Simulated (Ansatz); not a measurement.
One group Y is varied and pulled off as a radical: Y-Sn(OH)3. Isolated molecules, 0 K electronic values unless said otherwise. Each species was relaxed from one start; no search for lower structures was made at this level. In the def2 sets, heavy atoms carry core potentials. Strings in code marks are SMILES.

The HOMO from two functionals at the same geometries (PBE0-D3(BJ)/def2-SVP), both in Ansatz (an electronic-structure program): PBE-D3(BJ)/def2-TZVP and CAM-B3LYP-D3(BJ)/def2-TZVP. 

```json
[
 {"species": "Y = methyl", "PBE-D3(BJ)/def2-TZVP (eV)": "-6.78", "CAM-B3LYP-D3(BJ)/def2-TZVP (eV)": "-9.83"},
 {"species": "Y = n-butyl (`[OH][Sn]([OH])([CH2]CCC)[OH]`)", "PBE-D3(BJ)/def2-TZVP (eV)": "-6.57", "CAM-B3LYP-D3(BJ)/def2-TZVP (eV)": "-9.42"},
 {"species": "Y = tert-butyl (`[Sn]([OH])([C](C)(C)C)([OH])[OH]`)", "PBE-D3(BJ)/def2-TZVP (eV)": "-6.32", "CAM-B3LYP-D3(BJ)/def2-TZVP (eV)": "-8.94"},
 {"species": "Y = allyl", "PBE-D3(BJ)/def2-TZVP (eV)": "-6.19", "CAM-B3LYP-D3(BJ)/def2-TZVP (eV)": "-8.59"},
 {"species": "Y = benzyl", "PBE-D3(BJ)/def2-TZVP (eV)": "-6.10", "CAM-B3LYP-D3(BJ)/def2-TZVP (eV)": "-8.25"},
 {"species": "Y = phenyl", "PBE-D3(BJ)/def2-TZVP (eV)": "-6.71", "CAM-B3LYP-D3(BJ)/def2-TZVP (eV)": "-8.90"},
 {"species": "Y = trifluoromethyl (`[OH][Sn]([OH])([OH])[C](F)(F)F`)", "PBE-D3(BJ)/def2-TZVP (eV)": "-7.23", "CAM-B3LYP-D3(BJ)/def2-TZVP (eV)": "-10.33"},
 {"species": "Y = 2,2,2-trifluoroethyl (`[OH][Sn]([OH])([OH])[CH2]C(F)(F)F`)", "PBE-D3(BJ)/def2-TZVP (eV)": "-7.15", "CAM-B3LYP-D3(BJ)/def2-TZVP (eV)": "-10.33"},
 {"species": "Y = cyclopentyl (`[Sn]([OH])([CH]1CCCC1)([OH])[OH]`)", "PBE-D3(BJ)/def2-TZVP (eV)": "-6.49", "CAM-B3LYP-D3(BJ)/def2-TZVP (eV)": "-9.28"},
 {"species": "Y = but-3-enyl", "PBE-D3(BJ)/def2-TZVP (eV)": "-6.46", "CAM-B3LYP-D3(BJ)/def2-TZVP (eV)": "-8.95"}
]
```

Over these rows, drawn at random from the members with no instability flagged (it was tested for open shells, ions and some series alone), PBE minus CAM-B3LYP-D3(BJ): mean +2.68 eV, from +2.16 eV to +3.18 eV.
